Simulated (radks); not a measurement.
All-electron atom: Hg+ in [Kr] 4d10 4f14 5s2 5p5.5 5d10 6s1 6p0.5 (fractional occupations, a model configuration).

Calculated with a radial shooting solver on a logarithmic mesh with Libxc functionals: scalar-relativistic Kohn-Sham, LDA (Slater exchange, Perdew-Wang correlation), spin-polarised, spherical densities, finite nucleus; open shells are filled with parallel spins first (spin-orbit coupling, left out, can overturn this in heavy ions); Fermi nuclear charge, rms radius 5.4648 fm.

Energy parts (eV):
| part | energy |
|---|---|
| total | -533495.35 |
| kinetic | 598347.94 |
| electron-nucleus | -1327967.26 |
| Hartree | 205895.53 |
| exchange-correlation | -9771.56 |

Orbitals (lengths in bohr, moments of r in powers of bohr):
orbital,occ.,eigenvalue (eV),<1/r>
1s up,1,-83083.32,97.45
1s down,1,-83083.21,97.45
2s up,1,-14738.64,22.87
2s down,1,-14738.58,22.87
2p up,3,-12721.56,20.28
2p down,3,-12721.48,20.28
3s up,1,-3507.366,8.476
3s down,1,-3507.298,8.476
3p up,3,-2924.285,7.717
3p down,3,-2924.212,7.717
3d up,5,-2308.303,7.258
3d down,5,-2308.233,7.258
4s up,1,-780.7698,3.642
4s down,1,-780.6546,3.642
4p up,3,-589.4429,3.284
4p down,3,-589.3168,3.284
4d up,5,-361.9690,2.947
4d down,5,-361.8226,2.947
4f up,7,-109.5826,2.535
4f down,7,-109.3999,2.536
5s up,1,-131.4213,1.512
5s down,1,-130.9198,1.513
5p up,3,-79.4883,1.288
5p down,2.5,-78.9656,1.289
5d up,5,-21.9694,0.9142
5d down,5,-21.3225,0.9187
6s up,1,-16.8165,0.5205
6s down,0,-15.8056,0.5220
6p up,0.5,-8.9455,0.3849
6p down,0,-7.9977,0.3765

The highest occupied level is 6p up at -8.946 eV. The configuration is held as typed, so some empty levels lie below it. Summed over all electrons, <r^2> = 53.89 bohr^2, which gives a Langevin (diamagnetic) susceptibility term of -42.7 x 10^-6 cm^3/mol. Spin moment in Bohr magnetons: 2. The electron density at the nucleus is 2.49e+06 e/bohr^3 (large components only). The spin density at the nucleus is 198.3 e/bohr^3 (1s -0.5, 2s 0.4, 3s 0.3, 4s -0.2, 5s -1.3, 6s 199.5). The density falls to 0.001 e/bohr^3 at r = 4.09 bohr.
